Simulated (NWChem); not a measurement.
System: SiHOI, singlet; SMILES O[Si]I

The following NWChem deck was run.

```
start job
memory heap 200 mb stack 900 mb global 1100 mb
geometry units angstroms noautoz
  Si     0.602792     1.571528     0.000000
  I      0.036656    -0.857486     0.000000
  O     -0.935115     2.208156     0.000000
  H     -0.970902     3.173505     0.000000
end
basis spherical
  * library def2-svp
end
ecp
  I library def2-ecp
end
dft
  xc xpbe96 cpbe96
  iterations 150
  vectors input atomic output neutral.movecs
end
task dft energy
charge 1
dft
  odft
  mult 2
  vectors input atomic output cation.movecs
end
task dft energy
```

Low-valent species are run as closed-shell singlets; no triplet was tried in these runs. Coordinates come from a PBE0/def2-SVP optimisation. Not confirmed as a minimum by frequencies. def2 effective core potentials on I; no spin-orbit coupling.

Ions are spin-unrestricted doublets at the neutral geometry; other ion states weren't tried.

Task: What results follow from this input? (PBE/def2-SVP with def2 effective core potentials on I, vertical spin-unrestricted ions.) Quantities: vertical ionisation energy, ΔSCF (eV); −ε(HOMO) (eV).

Result: 
| Item | Result |
|---|---|
| vertical ionisation energy, ΔSCF (eV) | 8.89 |
| −ε(HOMO) (eV) | 5.90 |
